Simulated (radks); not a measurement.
Task: Radial electron density D(r) = 4 pi r^2 rho(r) of an atom or ion with 61 electrons. Method: non-relativistic Kohn-Sham, TPSS, spin-polarised, spherical densities, point nucleus; meta-GGA in the generalised Kohn-Sham scheme; computed with a radial shooting solver on a logarithmic mesh with Libxc functionals.

```
   r/bohr * D(r) (the largest magnitude, 117, reaches the edge; | marks zero)
 0.003389 |        *
 0.003914 |           *
 0.004485 |             *
 0.005138 |                *
 0.005886 |                   *
 0.006798 |                       *
 0.007788 |                          *
 0.008923 |                              *
  0.01022 |                                 *
  0.01171 |                                    *
  0.01353 |                                      *
   0.0155 |                                       *
  0.01775 |                                       *
  0.02034 |                                      *
  0.02349 |                                     *
  0.02691 |                                    *
  0.03083 |                                   *
  0.03533 |                                     *
  0.04047 |                                       *
  0.04674 |                                            *
  0.05355 |                                                 *
  0.06135 |                                                     *
  0.07029 |                                                      *
  0.08118 |                                                    *
    0.093 |                                                *
   0.1066 |                                            *
   0.1221 |                                          *
   0.1399 |                                           *
   0.1615 |                                               *
   0.1851 |                                                *
    0.212 |                                             *
   0.2429 |                                      *
   0.2805 |                             *
   0.3214 |                       *
   0.3682 |                      *
   0.4218 |                        *
   0.4833 |                          *
   0.5582 |                        *
   0.6395 |                    *
   0.7326 |              *
   0.8394 |         *
   0.9694 |      *
    1.111 |     *
    1.272 |   *
    1.458 |  *
     1.67 | *
    1.929 |*
     2.21 *
    2.532 *
      2.9 *
     3.35 *
    3.838 *
    4.397 *
```

What is the nuclear charge?

Result: Z = 67. The innermost maximum, from 1s, lies near 1/Z = 0.0149 bohr (found: 0.0167), and its height grows with Z. The density is that of the holmium ion Ho6+ in [Kr] 4d10 4f9 5s2 5p4; the configuration itself is not fixed sharply by these data, and Z only to a few units. D(r) has 4 maxima, at r = 0.0167, 0.0697, 0.184, 0.495 bohr, and minima at 0.0301, 0.123, 0.354 bohr, inside which lie 1.97, 11.39, 29.66 electrons.
